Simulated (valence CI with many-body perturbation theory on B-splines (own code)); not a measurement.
# Ladder of approximations for Yb39+

Computed by valence CI with perturbative core correlation (CI+MBPT): three valence electrons over a frozen Dirac-Fock core [Ar] 3d10, radial functions for each j: 11 s, 11 p, 9 d, 7 f, 5 g, 2 h, 1 i, with the one-electron correlation potential Σ1, the two-electron term Σ2, the three-electron term Σ3, Breit, model QED; selected CI, second order for the rest (own B-spline code, finite nucleus).

No measured spectrum was set against this ion. As an estimate, large intervals hold to a few tenths of a per cent, small ones and those within an open d or f shell to about a per cent.

Each rung adds one term. CI alone is the Dirac-Coulomb CI over the frozen core; QED comes last and gives the full result, which names the levels. Energies are above (4s^2 4p1/2) J=1/2 on the same rung, in cm⁻¹.

Levels are named by their leading jj configuration (3d3/2^4 stands for four electrons in 3d with j = 3/2), which in mixed levels can hold well under half, so a name can repeat and another be missing. Letters in brackets count levels of one name in rising energy.

```csv
Level,CI alone,+ Σ1,+ Σ2,+ Σ3,+ Breit,Full
(4s^2 4p3/2) J=3/2,591415,593238,594016,594025,587114,587845
(4s 4p1/2^2) J=1/2,700836,700080,701001,701055,707278,699159
(4s 4p1/2 4p3/2) J=3/2 [a],1194860,1195850,1200480,1200610,1200040,1192690
(4s 4p1/2 4p3/2) J=5/2,1258400,1259420,1262190,1262280,1261100,1253820
(4s 4p1/2 4p3/2) J=3/2 [b],1350130,1351160,1350140,1350170,1349040,1341900
(4s 4p1/2 4p3/2) J=1/2,1375470,1376500,1371420,1371420,1370980,1363560
(4s^2 4d3/2) J=3/2,1780150,1780460,1775270,1775300,1766090,1764860
(4s 4p3/2^2) J=5/2,1792130,1794460,1798710,1798850,1789840,1784870
(4s^2 4d5/2) J=5/2,1945630,1946970,1941130,1941100,1930000,1927920
(4s 4p3/2^2) J=1/2,1963990,1966840,1965480,1965460,1958220,1951600
(4s 4p3/2^2) J=3/2,1999650,2002390,1996420,1996400,1988780,1982400
(4p1/2^2 4p3/2) J=3/2,2059720,2059940,2057340,2057430,2062540,2047410
(4s 4p1/2 4d3/2) J=3/2 [a],2327990,2327290,2330770,2330980,2327730,2318900
(4s 4p1/2 4d3/2) J=5/2,2376830,2376250,2378700,2378890,2375090,2366200
(4s 4p1/2 4d3/2) J=1/2,2482620,2482000,2477540,2477610,2474250,2465500
(4s 4p1/2 4d3/2) J=3/2 [b],2485690,2485230,2481490,2481550,2478060,2469050
(4s 4p1/2 4d5/2) J=5/2 [a],2511220,2511410,2512130,2512280,2506320,2497460
(4p1/2 4p3/2^2) J=3/2 [a],2549680,2550760,2550640,2550800,2547060,2535410
(4s 4p1/2 4d5/2) J=7/2,2551190,2551290,2551010,2551170,2544160,2535800
```

(1) How does the ionisation energy move along the ladder, and which term matters most?

Answers

(1) CI alone 1847.4, + Σ1 1849.2, + Σ2 1849.1, + Σ3 1849.1, + Breit 1847.0, + QED 1847.0 eV. The largest step is Breit, -2.1 eV. NIST lists 1845 ± 4 eV (theoretical).
